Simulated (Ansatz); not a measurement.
Ideal-gas functions of `OC(=S)[TeH]` at 500 K and 1 bar, from an Ansatz frequency run at PBE0-D4/def2-TZVP.

Molar mass 189.69 g/mol, point group Cs (symmetry number 1), electronic degeneracy 1, moments of inertia 72.351, 334.605, 406.956 u Å². Harmonic wavenumbers (cm⁻¹, unscaled): 53, 216, 289, 403, 498, 533, 655, 972, 1234, 1385, 2196, 3785.

Use S(trans) = R[1.5 ln M + 2.5 ln T − 1.1517]; rotational temperatures θ = 24.2544 K / I; S(rot) = R[ln(√π/σ · √(T³/θAθBθC)) + 1.5]; for each mode x = 1.438777 ν̃/T, S = R[x/(eˣ − 1) − ln(1 − e⁻ˣ)] and H = RT x/(eˣ − 1); 1 cm⁻¹ = 0.0119627 kJ/mol; R = 8.31446 J/(mol·K).

Q: By hand: the entropy, in J/(mol·K).

A: Translation 185.0. Rotation: θ = 0.3352, 0.0725, 0.0596 K, giving 121.9. Vibration, mode by mode: 23.96, 12.40, 10.08, 7.53, 6.00, 5.53, 4.18, 2.03, 1.11, 0.78, 0.11, 0.00, in all 73.7. Electronic 0.0. Sum 380.6 J/(mol·K).

Q: By hand: H − E and G − E in kJ/mol, counted from the electronic energy.

A: Zero-point energy ½ × 12219 × 0.0119627 = 73.1; thermal vibration 18.3; translation, rotation and pV give 4 RT = 16.6. H − E = 108.0 kJ/mol, and G − E = 108.0 − 500 × 380.6/1000 = -82.3 kJ/mol.

Vibration gives 19 % of the entropy, 24.0 J/(mol·K) of it from the mode under 150 cm⁻¹: soft modes count most, and the harmonic formula is weakest for them. The sum counts one conformer and one mirror image; others add a mixing term.
